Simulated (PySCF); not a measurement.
## UHF on Hg(2+) (mercury, charge +2)

Configuration: [Xe] 4f14 5d10, closed-shell 1S. All numbers are calculated (PySCF 2.14, a scalar-relativistic core potential, in cc-pVTZ-PP with ECP60MDF (5s5p4d2f1g, 63 functions)).

- Total energy: -151.599389 hartree
- One-electron energy: -256.3437 hartree
- Hartree (Coulomb) energy: 117.4021 hartree
- Exchange energy: -12.6577 hartree
- ⟨S²⟩: 0.0000
- ⟨L²⟩: 0.000
- Sum of ⟨r⟩: 22.73 bohr
- Sum of ⟨r²⟩: 33.39 bohr²
- Time after the integrals: 0.12 s of wall time on 1 thread of AMD EPYC 9R45 96-Core Processor (shared host)

```tsv
shell	electrons	mean orbital energy (eV)	rms radius, mean of both spins (bohr)
5s	2	-156.70	0.981
5p	6	-101.62	1.12
5d	10	-35.185	1.55
```

Energies and moments cover only the electrons outside the core potential. Spin-orbit coupling, which splits the p, d and f shells strongly at this Z, is absent.
